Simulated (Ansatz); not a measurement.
`CS[CH2][GeH3]` + H₂S → `CSCS` + GeH₄ at 700 K and 1 bar (substitution at a C–Ge bond).

Program: Ansatz. Geometries: PBE0-D4/def2-TZVP. ΔE: electronic, gas phase. CCSD(T)/CBS adds triple-zeta CCSD(T) − MP2 to the extrapolated MP2 energy (def2 sets, frozen cores). This one scheme is used for every species. For Ge outer-core shells are correlated without core-valence functions, which leaves a few kJ/mol of doubt a bond. Scalar relativity is left out up to krypton. One conformer a species, not always the lowest.

```tsv
species	CCSD(T)/CBS energy (Eh)	H − E (kJ/mol)	S (J/(mol·K))
`CS[CH2][GeH3]`	-2554.79452	317.1	482.1
H₂S	-398.97279	64.8	236.9
`CSCS`	-875.26018	268.2	430.0
GeH₄	-2078.49493	112.9	267.3
```

H − E and S are ideal-gas, rigid-rotor, harmonic terms from PBE0-D4/def2-TZVP, for one conformer and one mirror image of each species. 1 Eh = 2625.50 kJ/mol, R = 8.31446 J/(mol·K).

Problem. By hand: ΔE, ΔH, ΔS and ΔG.

Solution. ΔE = (-875.26018) + (-2078.49493) − (-2554.79452) − (-398.97279) = 0.01220 Eh = 32.0 kJ/mol. Δ(H − E) = 268.2 + 112.9 − 317.1 − 64.8 = -0.8, so ΔH = 31.2 kJ/mol. ΔS = 430.0 + 267.3 − 482.1 − 236.9 = -21.7 J/(mol·K). ΔG = 31.2 − 700 × (-21.7)/1000 = 46.4 kJ/mol.

Problem. By hand: the equilibrium constant, and the temperature at which ΔG would vanish if ΔH and ΔS stayed fixed.

Solution. log₁₀ K = −ΔG/(RT ln 10) = -3.5. ΔH and −TΔS have one sign here, so there is no such temperature.

TΔS isn't small against ΔH here. A doubt of 5 kJ/mol in ΔE shifts log₁₀ K by 0.4 here. Other conformers and mirror images would add mixing entropy, several J/(mol·K) or more a flexible species. These are equilibria of isolated gas molecules and say nothing of rates. Largest T1 diagnostic: 0.012 (customary marks: 0.02 for closed shells, 0.045 for open ones).
